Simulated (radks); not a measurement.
Polarisability of the niobium ion Nb2+, [Kr] 4d3, at imaginary frequency. All-electron calculation, scalar-relativistic Kohn-Sham, LB94 model potential, spin-unpolarised, spherical densities, finite nucleus; Fermi nuclear charge, rms radius 4.324 fm. Program: a radial shooting solver on a logarithmic mesh with Libxc functionals. Response by self-consistent Sternheimer equations with the Hartree and adiabatic LDA kernel, the relativistic mass of each level held fixed and spin-orbit coupling left out.

w (hartree),alpha1(iw) (bohr^3)
0.00266,10.40
0.0143,10.39
0.0360,10.34
0.0697,10.17
0.118,9.774
0.186,9.063
0.280,8.024
0.413,6.764
0.605,5.405
0.892,4.024
1.35,2.695
2.12,1.541
3.59,0.7103
6.94,0.2543
17.5,0.06197

Static values: alpha1 = 10.40 bohr^3 (1.542 angstrom^3; uncoupled 14.81). C6 = 54.03, triple-dipole C9 = 375.6 atomic units. One-pole (London) frequency 4 C6 / (3 alpha1^2) = 0.666 hartree, against 0.941 for minus the highest occupied eigenvalue.
